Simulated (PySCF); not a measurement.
Method: TPSSh-D3(BJ)/def2-TZVP // CAM-B3LYP-D3(BJ)/def2-TZVP (PySCF). All species are isolated molecules in the gas phase. One relaxed conformer stands for a flexible species; it need not be the lowest. 

Reference species (SMILES): `C=C(B)CC#N` (neutral, multiplicity 1).

```yaml
LUMO: -2.87 eV
HOMO: -8.12 eV
S1 oscillator strength: 0.010
```

Changed species: `B/C=C(\C)C#N`.

Problem. Give the shifts of the LUMO, HOMO and S1 oscillator strength.

Solution. the LUMO falls by 0.55 eV, to -3.42 eV; the HOMO increases by 0.22 eV, to -7.90 eV; the S1 oscillator strength stays essentially unchanged.
